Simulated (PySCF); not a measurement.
# Steps of a relaxation of [PbCl2]2+

[PbCl2]2+ (singlet). PySCF 2.14.0, RKS PBE0, Pb def2-SVP with ECP60, Cl def2-SVP; non-relativistic Hamiltonian with scalar-relativistic core potentials where named; density fitting; no spin-orbit coupling. Origin of the start: template. Columns: position (Å) and force (eV/Å). Energies are counted from the last step; some of the 7 steps are shown. Forces carry noise of the integration grid, about 0.01 to 0.03 eV/Å.

Run from Python with OMP_NUM_THREADS=2. Where DIIS fails, smearing, a level shift and second-order steps follow.
It took 5.8 s on 2 threads of Arm Neoverse V2, with other jobs on the host, from the converged density of the start.

```xyz
3
step 0  E = 0.496 eV
Pb    0.0000    0.0000   -0.2428     0.00    0.00    0.84
Cl    2.1561    0.0000    0.7221     0.19    0.00   -0.42
Cl   -2.1561    0.0000    0.7221    -0.19    0.00   -0.42
```

```xyz
3
step 2  E = 0.112 eV
Pb    0.0000    0.0000    0.1542     0.00    0.00    0.55
Cl    2.3593    0.0000    0.5236    -0.61    0.00   -0.27
Cl   -2.3593    0.0000    0.5236     0.61    0.00   -0.27
```

```xyz
3
step 4  E = 0.004 eV
Pb    0.0000    0.0000    0.3482     0.00    0.00    0.09
Cl    2.3232    0.0000    0.4266     0.03    0.00   -0.04
Cl   -2.3232    0.0000    0.4266    -0.03    0.00   -0.04
```

Where does the relaxation end?

It converges at step 6 in D∞h:
```xyz
3
step 6  E = 0
Pb    0.0000    0.0000    0.4000
Cl    2.3259    0.0000    0.4007
Cl   -2.3259    0.0000    0.4007
```

How did the contacts change?


| contact | start (Å) | end (Å) |
| --- | --- | --- |
| Pb1–Cl2 (Cl) | 2.362 | 2.326 |
| Pb1–Cl3 (Cl) | 2.362 | 2.326 |
